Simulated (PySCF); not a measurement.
Radial density of Eu⁵⁵⁺ (europium, charge +55)

UHF, [He] 2s2 2p4, high-spin 3P determinant. Computed with PySCF 2.14 in an uncontracted even-tempered set (19 s from 30 bohr⁻², ratio 2.2; 13 p from 39 bohr⁻², ratio 2.2; 5 d from 160 bohr⁻², ratio 2.4; 5 f from 230 bohr⁻², ratio 2.4; 4 g from 350 bohr⁻², ratio 2.4), with the spin-free X2C one-electron Hamiltonian (Gaussian nucleus).

```json
{"r (bohr)": "0.0209", "4πr²ρ (e/bohr)": "71.66", "4πr²(ρα − ρβ)": "4.7791"}
{"r (bohr)": "0.0351", "4πr²ρ (e/bohr)": "54.02", "4πr²(ρα − ρβ)": "14.0275"}
{"r (bohr)": "0.0591", "4πr²ρ (e/bohr)": "68.04", "4πr²(ρα − ρβ)": "23.5363"}
{"r (bohr)": "0.0994", "4πr²ρ (e/bohr)": "50.59", "4πr²(ρα − ρβ)": "15.2143"}
{"r (bohr)": "0.167", "4πr²ρ (e/bohr)": "7.059", "4πr²(ρα − ρβ)": "1.9704"}
{"r (bohr)": "0.281", "4πr²ρ (e/bohr)": "0.05998", "4πr²(ρα − ρβ)": "0.0171"}
```

Densities and radii are taken from the X2C orbitals without a picture-change correction, which distorts them close to the nucleus.

Spin-orbit coupling is strong in this species (close to jj coupling), so the high-spin LS determinant is a model state, not a physical level.
